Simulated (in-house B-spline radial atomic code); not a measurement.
## RPA and G0W0 on B3LYP (VWN-RPA): La³⁺

Configuration [Kr] 4d10 5s2 5p6, mean-field start B3LYP (VWN-RPA). Computed with a B-spline radial code for spherical atoms: all electrons, scalar-relativistic (spin-free one-electron X2C), finite nucleus, each spin shell either full or empty, empty states to l = 9 with an (l + 1/2)⁻⁴ tail; G0W0 by contour deformation at full frequency.

Spin-orbit coupling, left out, splits p levels strongly here.

Command:
```bash
python run_gw.py task.json out
```
Settings (radii: box in bohr, nucleus in fm):
```
Z                        57
electrons                54
configuration            [Kr] 4d10 5s2 5p6
hamiltonian              x2c
method                   b3lyp
lmax                     9
rms_radius               4.855
spin_polarised           False
box_radius               14.14
intervals                68
```

Cost of the run: 5.9 s on 1 thread of Arm Neoverse N1, with other jobs on the host.

Energies (hartree):

```json
{"term": "mean-field total", "value": "-8491.31763"}
{"term": "Hartree-Fock functional on these orbitals", "value": "-8488.08134"}
{"term": "direct second order", "value": "-4.8991"}
{"term": "second-order exchange", "value": "1.3245"}
{"term": "SOSEX correction", "value": "1.2387"}
```

Q: What is the RPA correlation energy, and what remains with SOSEX?

A: RPA gives -4.3097 hartree (-2.17 eV per electron); RPA + SOSEX gives -3.071, and the second-order doubles -3.5746 hartree (no singles). RPA lacks exchange-type terms and so overcorrelates at short range.

Quasi-particle levels (eV):

| level | occupied | mean field | Σx - vxc | Σc | QP weight | G0W0 |
| --- | --- | --- | --- | --- | --- | --- |
| 5p | yes | -46.10 | -4.17 | ? | ? | ? |
| 4f | no | -24.870 | 11.76 | -5.79 | 0.922 | -18.898 |

G0W0 = mean field + (Σx - vxc) + Σc, with Σc (partial-wave tail included) taken at the quasi-particle energy. Only the outer levels were computed. Levels of low weight are left out.

Q: Where does G0W0 put 5p?

A: At -51.05 eV, with Σc = -0.78 eV and a quasi-particle weight of 0.936. The tabulated removal energy is 49.95 ± 0.06 eV (NIST, semi-empirical); the calculation leaves out spin-orbit coupling, Breit and QED terms, and what these don't explain is the method's own error.
